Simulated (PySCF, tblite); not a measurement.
Compound: C₆H₁₅ClSi₂.
Geometry (GFN2-xTB, Å), atoms numbered from 1 in this order:
```xyz
24
C6H15ClSi2 angstrom
C     -1.449   -0.193   -1.349
C     -2.056   -0.094    0.047
C     -3.408   -0.802    0.093
C     -1.103   -0.700    1.092
C      0.157    0.091    1.203
C      1.384   -0.277    0.859
Cl     1.677   -1.870    0.206
Si     2.955    0.774    0.907
Si     3.648    1.186   -1.261
H     -1.289   -1.235   -1.618
H     -0.491    0.322   -1.390
H     -2.112    0.254   -2.086
H     -2.206    0.964    0.290
H     -3.870   -0.694    1.072
H     -4.080   -0.382   -0.652
H     -3.286   -1.864   -0.114
H     -1.603   -0.704    2.064
H     -0.877   -1.732    0.818
H      0.046    1.096    1.589
H      2.597    1.975    1.677
H      3.916    0.018    1.720
H      3.993   -0.031   -1.998
H      2.611    1.870   -2.041
H      4.834    2.047   -1.279
```

Level of theory: PBE0/pcSseg-1 in PySCF (dipole) on a GFN2-xTB geometry, gas phase.

Take the most abundant isotopes and a rigid rotor. The values belong to one conformer with, in the numbering `[CH3:1][CH:2]([CH3:3])[CH2:4]/[CH:5]=[C:6](\[Cl:7])[SiH2:8][SiH3:9]`, C1–C2–C4–C5 66°, C2–C4–C5–C6 -113°, C5–C6–Si8–Si9 -111°.

Question: What are A, B and C (cm⁻¹)?

Answer: Ia = 328.75, Ib = 1120.59, Ic = 1186.26 u·Å²; 505379 MHz·u·Å²/I gives 1537, 451.0 and 426.0 MHz, that is A = 0.05128, B = 0.01504, C = 0.01421 cm⁻¹.

Question: What kind of rotor is it?

Answer: A near-prolate asymmetric top. Ray's parameter κ = (2B − A − C)/(A − C) = -0.955; −1 is the prolate and +1 the oblate limit.

Question: What does the inertial defect say?

Answer: Not planar: Δ = Ic − Ia − Ib = -263.09 u·Å². For a rigid frame Δ = −2 Σ m c², so Σ m c² = 131.54 u·Å² lies off the ab plane: 24.29 from hydrogen and 107.25 from heavier atoms. The atom farthest from that plane is 2.41 Å away.

Question: List the rotational levels J(Ka,Kc) to J = 4 (MHz).

Answer: Above 0(0,0):
J = 1: 1(0,1) 877, 1(1,1) 1963, 1(1,0) 1988
J = 2: 2(0,2) 2631, 2(1,2) 3692, 2(1,1) 3767, 2(2,1) 7026, 2(2,0) 7027
J = 3: 3(0,3) 5260, 3(1,3) 6286, 3(1,2) 6435, 3(2,2) 9657, 3(2,1) 9659, 3(3,1) 15151, 3(3,0) 15151
J = 4: 4(0,4) 8764, 4(1,4) 9743, 4(1,3) 9993, 4(2,3) 13165, 4(2,2) 13171, 4(3,2) 18660, 4(3,1) 18660, 4(4,1) 26351, 4(4,0) 26351
Those of J = 1 are B + C, A + C and A + B.

Question: Predict some low-J microwave lines.

Answer: The dipole components are |μa| = 0.86 D, |μb| = 0.88 D, |μc| = 1.19 D. Intensities carry the squares of the components, which stand as 0.51 : 0.54 : 1.00 (a : b : c). Some lines, for components of 0.1 D or more:

```
type  branch         J(Ka,Kc)   MHz  lower level (cm⁻¹)
   a       R  1(0,1) ← 0(0,0)   877               0.000
   b       R  1(1,1) ← 0(0,0)  1963               0.000
   a       R  3(2,1) ← 2(2,0)  2633               0.234
   a       R  3(1,2) ← 2(1,1)  2668               0.126
   b       Q  2(2,1) ← 2(1,2)  3334               0.123
   c       R  2(2,0) ← 1(1,0)  5038               0.066
   c       R  2(2,1) ← 1(1,1)  5063               0.065
   c       R  3(2,1) ← 2(1,1)  5892               0.126
   c       R  3(2,2) ← 2(1,2)  5965               0.123
   c       R  3(3,1) ← 2(2,1)  8125               0.234
```

Its GFN2-xTB frequencies are all real (lowest 16 cm⁻¹). No vibrational averaging or centrifugal distortion is included, and the geometry carries the error of its method. A rigid rotor knows nothing of internal rotation, which can split or shift real lines. Quadrupole hyperfine structure (35Cl) is left out.

On an Arm Neoverse V1 with one thread, shared host, this took 88 s (grids of density and orbitals included) and 1.1 GiB of memory at its peak. This is the PBE0/pcSseg-1 job that gave the dipole, with the shieldings it also computed.
